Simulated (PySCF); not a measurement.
# Peak assignment

Atoms are numbered as in `[CH3:1][c:2]1[cH:3][cH:4][c:5]([O:6][SiH3:7])[cH:8][cH:9]1`; H(Xn) means a hydrogen on atom n.

One conformer, no relativistic terms, no solvent, averaged over atoms made equivalent by symmetry, fast rotation or ring inversion. Shieldings: GIAO HF/pcSseg-1; structure optimised with PBE0-D3(BJ)/def2-SVP; PySCF 2.14.0 with density-fitted response routines.

Referencing at the same level of theory: TMS for $^{13}$C (σref 190.85) and $^{1}$H (σref 31.69).

(1) Assign these signals to the numbered atoms. $^{13}$C{$^{1}$H} NMR (computed): δ 161.4 (C), 139.1 (CH), 135.6 (C), 122.5 (CH), 20.1 (CH3).

(2) Assign these signals to the numbered atoms. $^{1}$H NMR (300 MHz, computed): δ 7.40 (d, 2H), 6.98 (d, 2H), 4.56 (s, 3H), 2.38 (s, 3H).

## Answers

(1) 
161.4 → C5, aromatic carbon bearing oxygen: σ withdrawal by the attached heteroatom moves it downfield of the ring CH carbons
139.1 → C3/C9, aromatic CH: the aromatic region
135.6 → C2, substituted aromatic carbon
122.5 → C4/C8, aromatic CH
20.1 → C1, methyl carbon on an aromatic ring: aliphatic region, no heteroatom directly attached

(2) 
7.40 → H(C3)/H(C9), hydrogen on an aromatic CH: the ring current deshields protons in the ring plane
6.98 → H(C4)/H(C8), hydrogen on an aromatic CH
4.56 → H(Si7), hydrogen on a silicon bonded to O
2.38 → H(C1), hydrogen on a methyl carbon on an aromatic ring: benzylic-type position, deshielded by the ring

Shifts are as computed. Against solution values, carbons near 30 ppm lie about -0 ppm off and those near 130 ppm about +7 ppm. Of 1211 compounds with measured shifts, 218 miss one by over three times the rms of a fit or turn the order of signals round; such compounds aren't used in these exercises. Multiplicities follow the n + 1 count of equivalent neighbours, as no J values were calculated; m marks all less simple cases, F and P coupling included.
